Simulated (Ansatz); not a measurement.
The inner images of a band of F2H2SSi (6 atoms, charge 0, multiplicity 1) are given out of order.

Theory: Ansatz 0.2.0, RKS B3LYP/def2-SVP.

Image 0:

```xyz
6
Properties=species:S:1:pos:R:3
Si -0.265 0.361 0.181
H -0.713 0.984 -1.079
S 0.423 -1.640 -0.034
H 1.171 -1.339 -1.122
F -1.480 0.308 1.240
F 0.865 1.325 0.815
```

Image 8:

```xyz
6
Properties=species:S:1:pos:R:3
Si 0.026 -0.165 0.858
H -0.154 0.651 -1.723
S 0.708 -1.965 0.978
H 0.081 -0.070 -1.792
F -1.499 0.329 0.805
F 0.837 1.220 0.873
```

Problem. Put them in order from the first end to the last, with their energies above the first end.
A.
```xyz
6
Properties=species:S:1:pos:R:3
Si 0.009 -0.051 0.594
H -0.151 0.451 -1.373
S 0.713 -1.854 0.437
H 0.132 -0.282 -1.278
F -1.517 0.414 0.789
F 0.814 1.321 0.830
```
B.
```xyz
6
Properties=species:S:1:pos:R:3
Si 0.024 -0.120 0.715
H -0.175 0.558 -1.525
S 0.714 -1.924 0.746
H 0.110 -0.153 -1.505
F -1.502 0.375 0.748
F 0.829 1.265 0.821
```
C.
```xyz
6
Properties=species:S:1:pos:R:3
Si -0.218 0.368 0.210
H -0.588 0.939 -1.098
S 0.588 -1.595 0.039
H 0.909 -1.396 -1.261
F -1.505 0.302 1.180
F 0.814 1.381 0.931
```
D.
```xyz
6
Properties=species:S:1:pos:R:3
Si -0.032 0.078 0.426
H -0.163 0.419 -1.229
S 0.699 -1.758 0.183
H 0.204 -0.504 -1.131
F -1.538 0.412 0.873
F 0.831 1.354 0.878
```
E.
```xyz
6
Properties=species:S:1:pos:R:3
Si -0.122 0.300 0.273
H -0.323 0.678 -1.137
S 0.699 -1.622 0.028
H 0.430 -1.075 -1.190
F -1.533 0.348 1.046
F 0.849 1.373 0.980
```
F.
```xyz
6
Properties=species:S:1:pos:R:3
Si -0.158 0.359 0.240
H -0.435 0.859 -1.117
S 0.723 -1.561 0.045
H 0.583 -1.357 -1.285
F -1.523 0.312 1.098
F 0.810 1.389 1.019
```
G.
```xyz
6
Properties=species:S:1:pos:R:3
Si -0.079 0.204 0.325
H -0.237 0.524 -1.162
S 0.696 -1.682 0.042
H 0.304 -0.781 -1.095
F -1.539 0.372 0.966
F 0.855 1.362 0.923
```

Solution. C (+0.3 kcal/mol), F (+1.3 kcal/mol), E (+9.2 kcal/mol), G (+31.2 kcal/mol), D (+52.2 kcal/mol), A (+40.2 kcal/mol), B (+34.8 kcal/mol).

Run time: 42 s on 2 threads of AMD EPYC 9R45 96-Core Processor (Zen 5), on a shared host, peak memory 0.17 GiB.
